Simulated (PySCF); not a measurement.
Species: C11H20AlP.
Bonds: C1–Al2, Al2–C3, Al2–C4, Al2–P5, P5–C6, P5–C7, P5–C8, C8–C9 (aromatic), C9–C10 (aromatic), C10–C11 (aromatic), C11–C12 (aromatic), C12–C13 (aromatic), C8–C13 (aromatic). Hydrogens: H14, H15, H16 on C1; H17, H18, H19 on C3; H20, H21, H22 on C4; H23, H24, H25 on C6; H26, H27, H28 on C7; H29 on C9; H30 on C10; H31 on C11; H32 on C12; H33 on C13.

The calculation used PBE0-D3(BJ)/def2-SVP geometry optimisation, gas phase (PySCF 2.14.0).

Some entries are withheld. Bonds in one row agree within 0.01 Å.

```json
{"coordinate": "C1–Al2, Al2–C3, Al2–C4", "value": "?"}
{"coordinate": "Al2–P5", "value": "?"}
{"coordinate": "P5–C6, P5–C7", "value": "1.828 Å"}
{"coordinate": "P5–C8", "value": "1.823 Å"}
{"coordinate": "C8–C9, C8–C13", "value": "?"}
{"coordinate": "C9–C10, C12–C13", "value": "?"}
{"coordinate": "C10–C11, C11–C12", "value": "1.394 Å"}
{"coordinate": "C1–H14 and 8 like bonds", "value": "1.104 Å"}
{"coordinate": "C6–H23 and 5 like bonds", "value": "1.100 Å"}
{"coordinate": "C9–H29, C13–H33", "value": "1.093 Å"}
{"coordinate": "C10–H30, C12–H32", "value": "1.093 Å"}
{"coordinate": "C11–H31", "value": "1.092 Å"}
{"coordinate": "C1–Al2–C3", "value": "117.2°"}
{"coordinate": "C1–Al2–P5", "value": "100.0°"}
{"coordinate": "C3–Al2–P5", "value": "96.9°"}
{"coordinate": "C4–Al2–P5", "value": "102.7°"}
{"coordinate": "Al2–P5–C6", "value": "?"}
{"coordinate": "Al2–P5–C7", "value": "?"}
{"coordinate": "Al2–P5–C8", "value": "?"}
{"coordinate": "C6–P5–C7", "value": "103.8°"}
{"coordinate": "C6–P5–C8", "value": "105.9°"}
{"coordinate": "C7–P5–C8", "value": "103.8°"}
{"coordinate": "P5–C8–C9", "value": "117.6°"}
{"coordinate": "P5–C8–C13", "value": "123.3°"}
{"coordinate": "C9–C8–C13", "value": "119.1°"}
{"coordinate": "C8–C9–C10", "value": "?"}
{"coordinate": "C9–C10–C11", "value": "120.2°"}
{"coordinate": "C10–C11–C12", "value": "119.8°"}
```

Fill in the missing values.

- C1–Al2, Al2–C3, Al2–C4 = 1.989 Å, drawn single (ends: methyl carbon; aluminium bonded to 3 C and P); 0.02 Å above the sum of covalent radii, 1.97 Å.
- Al2–P5 = 2.497 Å, drawn single (ends: aluminium bonded to 3 C and P; phosphorus bonded to Al and 3 C); 0.22 Å above the sum of covalent radii, 2.28 Å.
- C8–C9, C8–C13 = 1.401 Å, aromatic (substituted aromatic carbon to aromatic CH carbon); 0.06 Å below the sum of covalent radii, 1.46 Å.
- C9–C10, C12–C13 = 1.393 Å, aromatic (both ends aromatic CH carbon); 0.07 Å below the sum of covalent radii, 1.46 Å.
- Al2–P5–C6 = 111.3°, at the phosphorus bonded to Al and 3 C; the outer atoms are 3.588 Å apart.
- Al2–P5–C7 = 113.7°, at the phosphorus bonded to Al and 3 C; the outer atoms are 3.642 Å apart.
- Al2–P5–C8 = 117.1°, at the phosphorus bonded to Al and 3 C; the outer atoms are 3.701 Å apart.
- C8–C9–C10 = 120.4°, at the aromatic CH carbon, inside a 6-membered ring; the outer atoms are 2.424 Å apart.

Radii are Cordero's, carbon taken as 0.76, 0.73 or 0.69 Å for four, three, and two or fewer neighbours.

Not checked by PBE0-D3(BJ)/def2-SVP frequencies. The numbers are those of one conformer (Al2–P5–C8–C9 54°).
